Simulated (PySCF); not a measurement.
# How the method changes the shape and vibrations of AlBH3O

These are calculations, not measurements. They come from PySCF 2.14.0, an open-source quantum chemistry program, on an isolated molecule that a program drew, which may never have been made. The molecule is AlBH3O (charge 0, doublet), drawn as the SMILES string `[BH][AlH][OH]`.

The geometry was optimised and harmonic frequencies were computed with HF and MP2, all in the cc-pV(D+d)Z basis, for the commonest isotopes, with a restricted reference for singlets and an unrestricted one otherwise, and a frozen core in MP2. Each result is a local minimum of its method.

Geometry at the HF minimum:
```xyz
6
AlBH3O, angstrom
B     0.7173   -2.9387    0.9586
Al   -1.2907   -2.4936    1.0004
O    -1.7154   -0.8677    1.2113
H     1.8730   -3.2162    0.9329
H    -2.4004   -3.6068    0.8440
H    -2.5762   -0.4871    1.2547
```

Lengths of the bonds as drawn, in Å (atoms numbered as above):
| bond | HF | MP2 |
|---|---|---|
| B1-Al2 | 2.057 | 2.060 |
| Al2-O3 | 1.694 | 1.719 |
| B1-H4 | 1.189 | 1.196 |
| Al2-H5 | 1.580 | 1.580 |
| O3-H6 | 0.942 | 0.963 |

Rotational constants, in GHz:
```
constant     HF    MP2
       A  28.11  27.43
       B  6.256   6.21
       C  5.117  5.063
```

Harmonic frequencies in cm^-1, each column in rising order, so a row needn't be the same motion in every method:
| rank | HF | MP2 |
|---|---|---|
| 1 | 173 | 188 |
| 2 | 200 | 224 |
| 3 | 345 | 332 |
| 4 | 507 | 477 |
| 5 | 556 | 561 |
| 6 | 635 | 633 |
| 7 | 704 | 691 |
| 8 | 745 | 714 |
| 9 | 897 | ? |
| 10 | 1989 | 1965 |
| 11 | 2822 | 2770 |
| 12 | 4226 | 3932 |

**Estimate the missing MP2 frequency from the HF column.**

A single factor s that minimises the squared misfit of MP2 against s times HF over the other rows is sum(HF x MP2) / sum(HF^2) = 0.9537, with an rms misfit of 47 cm^-1. For rank 9 it gives 0.9537 x 897 = 855 cm^-1. The calculation gives 867 cm^-1, 12 cm^-1 above the estimate. The drawn bonds are on average 0.9 % longer in MP2 than in HF.
